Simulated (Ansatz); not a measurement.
Consider the cleavage of the Ge–Si bond: `O[SiH2][GeH2][F]` + `N=C[SiH3]` → `[F][GeH2]/[N]=C/[SiH3]` + silanol.

Isolated molecules relaxed with PBE0-D4/def2-TZVP in Ansatz; ΔE leaves out vibrations. CCSD(T)/CBS adds triple-zeta CCSD(T) − MP2 to the extrapolated MP2 energy (def2 sets, frozen cores). DFT in def2-TZVPP. For Ge outer-core shells are correlated without core-valence functions, which leaves a few kJ/mol of doubt a bond. Scalar relativity is left out up to krypton. One conformer a species, not always the lowest.

`O[SiH2][GeH2][F]`:

Z-matrix (Å, degrees):
```
Si
Ge 1 2.398
O 1 1.645 2 103.4
H 1 1.486 2 111.5 3 -119.3
H 1 1.485 2 111.5 3 119.3
F 2 1.770 1 97.5 3 0.2
H 2 1.539 1 118.4 3 111.8
H 2 1.539 1 118.4 3 -111.4
H 3 0.962 1 115.2 2 -0.2
```

`N=C[SiH3]`:

Cartesian coordinates in Å:
```
N -0.764 -1.458 -0.474
C -0.715 -0.320 0.088
Si 0.884 0.682 0.036
H -1.685 -1.889 -0.369
H -1.585 0.109 0.612
H 1.332 0.949 1.430
H 0.612 1.993 -0.612
H 1.921 -0.066 -0.711
```

`[F][GeH2]/[N]=C/[SiH3]`:

Cartesian coordinates in Å:
```
F 2.875 0.228 -0.118
Ge 1.925 -1.154 0.379
N 0.136 -0.719 0.250
C -0.234 0.428 -0.147
Si -2.082 0.838 -0.266
H 2.254 -2.288 -0.596
H 2.286 -1.434 1.841
H 0.489 1.212 -0.431
H -2.370 2.013 0.600
H -2.879 -0.336 0.158
H -2.401 1.212 -1.671
```

`O[SiH3]`:

Cartesian coordinates in Å:
```
O 0.017 -1.256 0.253
Si -0.078 0.379 0.079
H 0.405 -1.760 -0.463
H 1.268 0.994 -0.087
H -0.711 0.884 1.319
H -0.903 0.760 -1.101
```

```json
{"level": "PBE-D4", "ΔE (kJ/mol)": "6.1", "difference from CCSD(T)/CBS": "14.6"}
{"level": "r2SCAN-D4", "ΔE (kJ/mol)": "-2.8", "difference from CCSD(T)/CBS": "5.7"}
{"level": "ωB97M-V", "ΔE (kJ/mol)": "-5.2", "difference from CCSD(T)/CBS": "3.3"}
{"level": "PBE", "ΔE (kJ/mol)": "6.5", "difference from CCSD(T)/CBS": "15.0"}
{"level": "r2SCAN", "ΔE (kJ/mol)": "-2.4", "difference from CCSD(T)/CBS": "6.1"}
{"level": "PBE0", "ΔE (kJ/mol)": "3.1", "difference from CCSD(T)/CBS": "11.6"}
{"level": "HF/def2-TZVPP", "ΔE (kJ/mol)": "-21.8", "difference from CCSD(T)/CBS": "-13.3"}
{"level": "MP2/def2-TZVPP", "ΔE (kJ/mol)": "-19.7", "difference from CCSD(T)/CBS": "-11.2"}
{"level": "SCS-MP2/def2-TZVPP", "ΔE (kJ/mol)": "-20.7", "difference from CCSD(T)/CBS": "-12.2"}
{"level": "CCSD/def2-TZVPP", "ΔE (kJ/mol)": "-11.9", "difference from CCSD(T)/CBS": "-3.4"}
{"level": "CCSD(T)/def2-TZVPP", "ΔE (kJ/mol)": "-12.2", "difference from CCSD(T)/CBS": "-3.7"}
{"level": "HF/def2-QZVPP", "ΔE (kJ/mol)": "-22.7", "difference from CCSD(T)/CBS": "-14.2"}
{"level": "MP2/def2-QZVPP", "ΔE (kJ/mol)": "-17.8", "difference from CCSD(T)/CBS": "-9.3"}
{"level": "HF/CBS(def2)", "ΔE (kJ/mol)": "-22.8", "difference from CCSD(T)/CBS": "-14.3"}
{"level": "MP2/CBS(def2)", "ΔE (kJ/mol)": "-15.9", "difference from CCSD(T)/CBS": "-7.4"}
{"level": "CCSD/CBS(def2)", "ΔE (kJ/mol)": "-8.2", "difference from CCSD(T)/CBS": "0.3"}
{"level": "CCSD(T)/CBS", "ΔE (kJ/mol)": "-8.5", "difference from CCSD(T)/CBS": "0"}
```

Largest T1 diagnostic among the species: 0.013.

From PBE to PBE0 (25 % exact exchange), in def2-TZVPP and without D4, ΔE moves by −3.4 kJ/mol.
